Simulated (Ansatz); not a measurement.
Geometry optimisation, RKS B3LYP-D4/def2-SVP (Ansatz).

Input:

```yaml
crystal:
  periodic: [false, false, false]
  atoms:
    - { symbol: Al, position_ang: [0.260657, -0.610614, -0.411911] }
    - { symbol: F, position_ang: [-0.187422, 0.500872, 2.210054] }
    - { symbol: Cl, position_ang: [1.947156, 0.525268, -0.938998] }
    - { symbol: H, position_ang: [-1.15602, -0.480892, -1.077201] }
    - { symbol: "N", position_ang: [0.465246, -2.010861, 0.820298] }
    - { symbol: H, position_ang: [-0.32308, -2.659308, 0.80372] }
    - { symbol: Si, position_ang: [1.868319, -2.528768, 1.728511] }
    - { symbol: H, position_ang: [2.303905, -3.926017, 1.400513] }
    - { symbol: H, position_ang: [2.963527, -1.569175, 1.418236] }
    - { symbol: H, position_ang: [1.606133, -2.477434, 3.206526] }
    - { symbol: H, position_ang: [-0.144221, -0.422771, 2.298352] }
basis:
  gaussian: { orbitals: def2-SVP }
hamiltonian:
  xc: b3lyp
  dispersion: d4
relax:
  f_tol: 0.03
  max_steps: 50
```

Command:

```bash
$ ansatz run input.yaml --threads 4 --pin off --max-ram 5120MiB --backend cpu --events-out ev --progress --plain --runs-dir out
```

Q: Where does it end, and by what steps?

A: It converged. After 16 steps the energy has fallen by 2.088 eV; F2 moved furthest, 1.41 Å. Parted: F2–H11 (0.93 → 2.51 Å). Joined: Al1–F2 (2.88 → 1.69 Å), N5–H11 (2.25 → 1.03 Å).

```
step  energy less start (eV)  largest force component (eV/Å)  accepted
   0                  0.0000                           1.144       yes
   1                 -0.1899                           0.668       yes
   2                 -0.3780                           0.700       yes
   3                 -0.5105                           0.511       yes
   4                 -0.6018                           0.697       yes
   5                 -0.9245                           1.576       yes
   6                 -1.3480                           2.994       yes
   7                 -1.6912                           0.990       yes
   8                 -1.7346                           1.666       yes
   9                 -1.9582                           0.619       yes
  10                 -1.9994                           0.584       yes
  11                 -2.0211                           0.204       yes
  12                 -2.0505                           0.157       yes
  13                 -2.0690                           0.255       yes
  14                 -2.0804                           0.167       yes
  15                 -2.0876                           0.060       yes
  16                 -2.0885                           0.016       yes
```

```xyz
11
Properties=species:S:1:pos:R:3
Al 0.066 -0.310 -0.046
F -0.441 0.986 0.909
Cl 2.077 -0.113 -0.775
H -1.007 -0.985 -0.986
N 0.323 -1.618 1.497
H -0.423 -2.318 1.428
Si 1.952 -2.412 1.724
H 2.252 -3.147 0.477
H 2.919 -1.350 2.065
H 1.807 -3.363 2.861
H 0.079 -1.031 2.304
```

Whether the end is a true minimum wasn't checked by a vibrational analysis.

The run took 36 s on 4 threads of Arm Neoverse V1, with other jobs on the host, peak memory 0.26 GiB.
